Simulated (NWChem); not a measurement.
# GeF$_{3}$ cation

```xyz
4

F     -0.9986     1.3414     0.0000
Ge     0.0000     0.0000     0.0000
F     -0.6624    -1.5355     0.0000
F      1.6610     0.1941     0.0000
```
Atoms are numbered in this order, from 1.

Computed with NWChem. Pople sets run with spherical d functions. STO-3G and 3-21G are far too small for this property and stand as cheap habits. Structure relaxed at the B3LYP/6-31G* (spherical d) level. Field at 589 nm.

```tsv
level	isotropic polarisability (bohr³)	anisotropy (bohr³)
B3LYP/STO-3G	13.7	7.8
B3LYP/6-31G*	19.2	8.8
B3LYP/def2-SVP	___	8.8
B3LYP/def2-SVPD	22.7	8.6
B3LYP/aug-cc-pVDZ	22.6	9.1
```

Q: Fill in the missing entries.

A: 
- B3LYP/def2-SVP, isotropic polarisability (bohr³): 18.5
